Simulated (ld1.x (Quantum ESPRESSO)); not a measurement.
**An all-electron radial function and its pseudo partner (gallium (Ga))**

Columns: radius, all-electron u(r) and pseudo u(r) of the 4s shell (level -20.95 eV) of gallium in the configuration [Ar] 3d10 4s1.5 4p0; revPBE, scalar-relativistic, TM scheme, ld1.x (Quantum ESPRESSO) 7.5.

```json
{"r (bohr)": "0.118", "all-electron": "-0.1876", "pseudo": "-0.0374"}
{"r (bohr)": "0.235", "all-electron": "-0.0651", "pseudo": "-0.0741"}
{"r (bohr)": "0.353", "all-electron": "0.2272", "pseudo": "-0.1105"}
{"r (bohr)": "0.470", "all-electron": "0.3463", "pseudo": "-0.1463"}
{"r (bohr)": "0.588", "all-electron": "0.2947", "pseudo": "-0.1834"}
{"r (bohr)": "0.705", "all-electron": "0.1492", "pseudo": "-0.2241"}
{"r (bohr)": "0.822", "all-electron": "-0.0291", "pseudo": "-0.2729"}
{"r (bohr)": "0.940", "all-electron": "-0.2062", "pseudo": "-0.3353"}
{"r (bohr)": "1.058", "all-electron": "-0.3628", "pseudo": "-0.4135"}
{"r (bohr)": "1.175", "all-electron": "-0.4909", "pseudo": "-0.5031"}
{"r (bohr)": "1.292", "all-electron": "-0.5910", "pseudo": "-0.5920"}
{"r (bohr)": "1.410", "all-electron": "-0.6652", "pseudo": "-0.6652"}
{"r (bohr)": "1.528", "all-electron": "-0.7157", "pseudo": "-0.7157"}
{"r (bohr)": "1.645", "all-electron": "-0.7456", "pseudo": "-0.7456"}
{"r (bohr)": "1.763", "all-electron": "-0.7589", "pseudo": "-0.7589"}
{"r (bohr)": "1.880", "all-electron": "-0.7582", "pseudo": "-0.7582"}
{"r (bohr)": "1.998", "all-electron": "-0.7464", "pseudo": "-0.7464"}
{"r (bohr)": "2.115", "all-electron": "-0.7260", "pseudo": "-0.7260"}
{"r (bohr)": "2.232", "all-electron": "-0.6991", "pseudo": "-0.6991"}
{"r (bohr)": "2.350", "all-electron": "-0.6671", "pseudo": "-0.6671"}
{"r (bohr)": "2.468", "all-electron": "-0.6318", "pseudo": "-0.6318"}
{"r (bohr)": "2.585", "all-electron": "-0.5949", "pseudo": "-0.5949"}
{"r (bohr)": "2.702", "all-electron": "-0.5570", "pseudo": "-0.5570"}
{"r (bohr)": "2.820", "all-electron": "-0.5188", "pseudo": "-0.5188"}
{"r (bohr)": "2.938", "all-electron": "-0.4811", "pseudo": "-0.4811"}
{"r (bohr)": "3.055", "all-electron": "-0.4449", "pseudo": "-0.4449"}
```

(1) How many radial nodes do the two functions have?

(2) At about which radius was the pseudo-wave matched?

(3) Where does each function peak?

(4) Is the pseudo-wave norm-conserving?

Answers

(1) The all-electron 4s function has n − l − 1 = 3 (the table is too coarse to show those close to the nucleus); the pseudo-wave has 0, since the states of the same l below it are removed with the core.

(2) 1.45 bohr, where the columns begin to agree (steps of 0.12 bohr).

(3) Outermost all-electron maximum near 1.76 bohr, pseudo maximum near 1.76 bohr (to the table’s step).

(4) Yes: the TM scheme keeps the norm inside the radius equal to the all-electron one, which fixes the energy derivative of the logarithmic derivative at the level.
